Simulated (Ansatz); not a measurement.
Geometry optimisation, RKS LDA/def2-SVP in Ansatz.

input.yaml

```yaml
crystal:
  periodic: [false, false, false]
  atoms:
    - { symbol: C, position_ang: [-0.1322, 0.1455, 1.3022] }
    - { symbol: Si, position_ang: [-0.0187, 0.7578, -0.4795] }
    - { symbol: Cl, position_ang: [1.5274, 2.1332, -0.6407] }
    - { symbol: Sb, position_ang: [0.5331, -1.2172, -1.9525] }
    - { symbol: I, position_ang: [-2.1113, 1.8249, -1.2134] }
    - { symbol: H, position_ang: [0.7639, -0.2785, 1.6102] }
    - { symbol: H, position_ang: [-0.3632, 1.0654, 1.9462] }
    - { symbol: H, position_ang: [-0.9756, -0.5205, 1.3596] }
    - { symbol: H, position_ang: [-0.59847, -0.52683, -3.21248] }
    - { symbol: H, position_ang: [1.86984, -0.37541, -2.66477] }
basis:
  gaussian: { orbitals: def2-SVP }
hamiltonian:
  xc: lda
relax:
  f_tol: 0.015
  max_steps: 40
```

Run as:

```bash
$ ansatz run input.yaml --threads 2 --pin off --max-ram 3072MiB --backend cpu --events-out ev --progress --plain --runs-dir out
```

**Question.** Where does it end, and by what steps?

**Answer.** It converged. After 21 steps the energy has fallen by 0.333 eV; H9 moved furthest, 1.01 Å.

```csv
step,energy less start (eV),largest force component (eV/Å),accepted
0,0.0000,3.450,yes
1,-0.1209,1.631,yes
2,-0.1917,0.852,yes
3,-0.2742,0.228,yes
4,-0.2779,0.068,yes
5,-0.2833,0.055,yes
6,-0.2843,0.028,yes
7,-0.2950,0.150,yes
8,-0.2913,0.457,no
9,-0.3039,0.073,yes
10,-0.3111,0.083,yes
11,-0.3176,0.195,yes
12,-0.3043,0.420,no
13,-0.3257,0.046,yes
14,-0.3296,0.077,yes
15,-0.3294,0.163,no
16,-0.3296,0.216,yes
17,-0.3320,0.063,yes
18,-0.3320,0.062,yes
19,-0.3297,0.171,no
20,-0.3325,0.026,yes
21,-0.3326,0.005,yes
```

```xyz
10
Properties=species:S:1:pos:R:3
C -0.053 0.215 1.232
Si -0.186 0.755 -0.540
Cl 1.194 2.266 -0.848
Sb 0.070 -1.158 -2.231
I -2.443 1.673 -0.884
H 0.962 -0.194 1.426
H -0.223 1.084 1.903
H -0.811 -0.565 1.455
H 0.201 0.041 -3.463
H 1.784 -1.108 -1.996
```

The run took 110 s on 2 threads of Intel(R) Xeon(R) Processor @ 2.50GHz (Skylake/Cascade Lake), on a shared host, peak memory 0.2 GiB.
